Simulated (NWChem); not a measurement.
# Basis-set convergence for CH₆OSi

```xyz
9

Si    -0.1313    -1.0613     0.0000
O      0.5780     0.4428     0.0000
C     -0.1346     1.6470     0.0000
H      0.9763    -2.0533     0.0000
H     -0.9908    -1.2500     1.2123
H     -0.9908    -1.2500    -1.2123
H     -0.7772     1.7518     0.8945
H      0.5817     2.4827     0.0000
H     -0.7772     1.7518    -0.8945
```
Charge 0, spin multiplicity 1.

The numbers come from NWChem runs, not from measurements. All single points use one geometry, from PBE0/def2-SVP, a minimum by its harmonic frequencies.

Quantity: first vertical ionisation energy at the level G0W0@PBE.

GW and range-separated runs recompute their integrals, the others keep them in memory, which bears on the times. The structure started from a generated list of species.

Costs are rough ratios of processor time within this set of runs, SCF included, with def2-SVP as 1.

```json
[
 {"basis": "def2-SVP", "functions": "76", "first vertical ionisation energy (eV)": "…", "relative cost": "1"},
 {"basis": "def2-SVPD", "functions": "115", "first vertical ionisation energy (eV)": "…", "relative cost": "under 3"},
 {"basis": "def2-TZVP", "functions": "135", "first vertical ionisation energy (eV)": "10.06", "relative cost": "4"},
 {"basis": "def2-TZVPD", "functions": "174", "first vertical ionisation energy (eV)": "10.05", "relative cost": "9"}
]
```

Question: What belongs in the gaps?

Answer: 
- def2-SVP, first vertical ionisation energy (eV): 9.64
- def2-SVPD, first vertical ionisation energy (eV): 9.79
